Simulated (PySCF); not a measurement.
**H₄MoO + N₂ → MoN(OH) + NH₃**

Level: PBE0 in the def2-TZVP basis family, computed in PySCF with density fitting; scalar-relativistic core potentials for atoms from Rb on, none lighter, no spin–orbit coupling; open shells unrestricted.

```tsv
species	state and structure	ZPE (kJ/mol)	H(298 K) − H(0) (kJ/mol)	S° (J/(mol K))
H₄MoO	singlet, Cs, Mo–H 1.654 Å (×2), Mo–H 1.709 Å (×2), Mo–O 1.643 Å; H–Mo–H 58.4°, H–Mo–H 66.0° (×2), H–Mo–H 118.6° (×2), H–Mo–H 130.5°, H–Mo–O 101.8° (×2), H–Mo–O 113.3° (×2)	83.7	12.4	269.4
N₂	singlet, D∞h, N–N 1.089 Å	14.9	8.7	191.4
MoN(OH)	triplet, Cs, Mo–N 1.622 Å, Mo–O 1.914 Å, O–H 0.959 Å; H–O–Mo 121.8°, N–Mo–O 112.9°	41.7	12.9	292.6
NH₃	singlet, C3v, N–H 1.013 Å (×3); H–N–H 107.1° (×3)	90.6	10.0	192.4
```

Q: Is the gas-phase reaction uphill or downhill in electronic energy at this level, and by how much?

A: At PBE0/def2-TZVP, ΔE = 10.6 kJ/mol, uphill. 

Q: Add zero-point, thermal and entropy terms for 298.15 K and 1 bar.

A: ΔZPE = 33.7 and Δ[H(298) − H(0)] = 1.8 kJ/mol give ΔH° = 46.1 kJ/mol. ΔS° = 24.2 J/(mol K), so ΔG° = 46.1 − 298.15 × (0.0242) = 39 kJ/mol and log₁₀K = -6.8.

Open d or f shells are single determinants, so the state found may not be the ground state. Each species is the lowest minimum found with this bonding; other isomers or fragments can lie lower.
